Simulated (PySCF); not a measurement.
Partial charges of `N#CCC[SiH2]N([SiH3])[SiH3]`

Species: C3H12N2Si3.
Numbering: `[N:1]#[C:2][CH2:3][CH2:4][SiH2:5][N:6]([SiH3:7])[SiH3:8]` (hydrogens: H9, H10 on C3; H11, H12 on C4; H13, H14 on Si5; H15, H16, H17 on Si7; H18, H19, H20 on Si8)

Geometry (GFN2-xTB, Å), atoms numbered from 1 in this order:
```xyz
20
C3H12N2Si3 angstrom
N     -3.2102    1.4894   -0.3893
C     -2.5910    0.5456   -0.5739
C     -1.8329   -0.6571   -0.7910
C     -1.3834   -1.2737    0.5380
Si    -0.1467   -0.1565    1.4676
N      1.0873    0.3263    0.3316
Si     1.2018    2.0022   -0.1571
Si     2.2942   -0.8173   -0.1993
H     -0.9558   -0.4070   -1.3956
H     -2.4605   -1.3546   -1.3572
H     -2.2573   -1.4683    1.1604
H     -0.9243   -2.2400    0.3246
H     -0.8122    1.0415    1.9711
H      0.4556   -0.9249    2.5611
H      1.7829    2.7817    0.9382
H     -0.1417    2.4696   -0.4887
H      2.0751    2.0433   -1.3295
H      3.5782   -0.5187    0.4373
H      2.4033   -0.7159   -1.6568
H      1.8323   -2.1547    0.1718
```

Density: PBE0/pcSseg-1 (PySCF); schemes: Mulliken, IAO, Hirshfeld and ESP-fitted. The structure is a single GFN2-xTB conformer in the gas phase; no vibrational or solvent corrections.

**Question.** Tabulate the Mulliken, IAO, Hirshfeld and ESP-fitted charges.

**Answer.** In e; atoms taken as equivalent share a row and are averaged (×n: the atom named and its like, n in all):

```csv
atom,environment,Mulliken,IAO,Hirshfeld,ESP-fitted
N1,nitrile nitrogen,-0.249,-0.253,-0.227,-0.471
C2,nitrile carbon,+0.041,+0.138,+0.090,+0.334
C3,sp3 carbon next to a nitrile,-0.210,-0.287,-0.041,-0.084
C4,sp3 carbon bound to silicon,-0.540,-0.545,-0.152,-0.214
Si5,SiH2 silicon,+0.769,+0.875,+0.371,+0.411
N6,nitrogen bridging silicon atoms,-1.105,-1.040,-0.345,-0.443
Si7/Si8,SiH3 silicon,+0.634,+0.738,+0.348,+0.467
H9/H10,methylene hydrogen,+0.177,+0.176,+0.063,+0.078
H11/H12,methylene hydrogen,+0.158,+0.155,+0.045,+0.079
H13/H14,Si–H hydrogen,-0.060,-0.125,-0.075,-0.088
H15 (×6),Si–H hydrogen,-0.087,-0.129,-0.076,-0.101
```

Mean size of the charges over all atoms: IAO 0.315 e, Mulliken 0.275 e, ESP-fitted 0.199 e, Hirshfeld 0.137 e. Each set sums to the total charge, 0, to within 0.001 e. The Mulliken scheme counts on each atom the diagonal of the density matrix times the overlap matrix over that atom's basis functions.

Some averages cover members that differ in this geometry: H13/H14, ESP-fitted -0.111 to -0.065; H15 (×6), Mulliken -0.106 to -0.068; H9/H10, ESP-fitted +0.064 to +0.092 e.

Lowest charge. The schemes don't all agree: Mulliken N6 (-1.105); IAO N6 (-1.040); Hirshfeld N6 (-0.345); ESP-fitted N1 (-0.471).

Highest charge. The schemes don't all agree: Mulliken Si5 (+0.769); IAO Si5 (+0.875); Hirshfeld Si5 (+0.371); ESP-fitted Si7/Si8 (+0.467).

**Question.** How closely do the schemes follow one another over all atoms?

**Answer.** Correlation coefficient and root-mean-square difference: Mulliken with IAO 0.99, 0.060 e; Hirshfeld with ESP-fitted 0.97, 0.093 e; IAO with Hirshfeld 0.97, 0.258 e; Mulliken with Hirshfeld 0.94, 0.238 e; IAO with ESP-fitted 0.91, 0.223 e; Mulliken with ESP-fitted 0.88, 0.214 e.

**Question.** How many electrons does the Mulliken scheme count on N1?

**Answer.** Z − q = 7 − (-0.249) = 7.249.

**Question.** Sum the charges by element.

**Answer.** 
| element | atoms | Mulliken | IAO | Hirshfeld | ESP-fitted |
| --- | --- | --- | --- | --- | --- |
| N | 2 | -1.354 | -1.293 | -0.573 | -0.914 |
| C | 3 | -0.709 | -0.695 | -0.104 | +0.037 |
| Si | 3 | +2.038 | +2.349 | +1.068 | +1.346 |
| H | 12 | +0.025 | -0.362 | -0.391 | -0.469 |

These values come from a run that also computed NMR shieldings. Time: 44 s; peak memory 1.1 GiB. Hardware: Intel Xeon Platinum 8488C, one thread, no GPU, on a shared host.
